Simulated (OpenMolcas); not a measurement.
# B, Al, Ga, In, Tl: ns2 np down the group

| Item | Value |
| --- | --- |
| Program | OpenMolcas |
| Method | SS-RASPT2, IPEA 0.25 Eh, imaginary shift 0.1 Eh |
| Basis | ANO-RCC-VQZP |
| Scalar Hamiltonian | DKH2, point nucleus |
| Spin-orbit coupling | state interaction with AMFI integrals over the reference wave functions, term energies averaged over their components |

Active space for each ion: 3 electrons in 9 orbitals (RAS2 s p; RAS3 d, at most 2 electrons); closed shells correlated by CASPT2: B 1s; Al 2s 2p; Ga 3d; In 4d; Tl 5d.

Computed levels in cm-1 above 2P* 1/2:

```
                                Level     B   Al   Ga    In    Tl
                              2P* 3/2  14.5  107  829  2190  7520
weight of 2P* in the lowest level (%)   100  100  100   100   100
```

Measured, with the error of the calculation in %. Measured levels: B, Al, Ga, In, Tl from NIST Handbook of Basic Atomic Spectroscopic Data.

```tsv
Level	B	Al	Ga	In	Tl
2P* 3/2	15.3 (-4.9)	112 (-4.7)	826 (+0.3)	2213 (-1.2)	7793 (-3.5)
```

The fine-structure level 2P* 3/2 changes by a factor of 519 from B to Tl.

CASPT2 breaks the degeneracy within a term, and the mean is taken; among the terms shown or strongly mixed into the levels shown the widest spread is 13 cm-1 (5s2 5p 2P*, In). Active for correlation alone: 3d; no level in the range computed is led by a configuration that fills it, so any true level of that kind is missing (holds for B; Al). Some high roots are left out of the spin-orbit mixing, which shifts the levels that they would mix with (holds for Ga; In; Tl). Active for correlation alone: 4d; no level in the range computed is led by a configuration that fills it, so any true level of that kind is missing (holds for Ga). Active for correlation alone: 5d; no level in the range computed is led by a configuration that fills it, so any true level of that kind is missing (holds for In). The run also gave levels led by 6s2 6d, which use shells meant for correlation; these and all levels above them are left out (holds for Tl). Computed and measured levels are paired by configuration, term and J; levels that our copy of the source lacks, or whose pairing is in doubt (as where it misses far off the trend of its configuration), stay unpaired and out of the deviations. Levels of configurations outside the active space are missing.

* marks odd parity.
